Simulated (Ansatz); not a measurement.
Species: sum formula H7Si3O2 (charge 0, doublet). It need not be the lowest isomer of its formula. SMILES: [SiH3]O[SiH2]O[SiH2]
Geometry from a B3LYP-D3(BJ)/def2-TZVP (Ansatz, an electronic-structure program) optimisation:
```xyz
12

Si     0.0289    -0.7841     1.1705
O      1.4037    -0.3048     0.4285
Si     2.1362     0.5849    -0.7421
O     -1.2722    -0.0701     0.4971
Si    -2.1057     0.3218    -0.8595
H      0.0906    -0.3749     2.5846
H     -0.0826    -2.2491     1.0279
H      1.5840     1.9693    -0.7430
H      3.5936     0.6103    -0.4467
H     -3.1341     1.3212    -0.5035
H     -1.1803     0.8912    -1.8669
H     -2.7539    -0.8847    -1.4224
```
Charge 0, spin multiplicity 2.

Computed values are from Ansatz. Valence correlation only, unless marked. Open shells are spin-unrestricted. No spin-orbit coupling. Non-relativistic. CBS(X,Y): correlation extrapolated as X^-3; Hartree-Fock from the larger set.

Question: What is the atomisation energy De at CCSD(T)/CBS(cc-pV(T+d)Z,cc-pV(Q+d)Z)?

Answer: 4117.7 kJ/mol.

Question: What is the dipole moment at CCSD(T)/aug-cc-pV(D+d)Z?

Answer: 0.40 D.

Question: What is the T1 diagnostic at CCSD/cc-pV(Q+d)Z?

Answer: 0.013.

Question: What is the total energy at CCSD(T)/CBS(cc-pV(T+d)Z,cc-pV(Q+d)Z)?

Answer: -1021.8943 Eh.
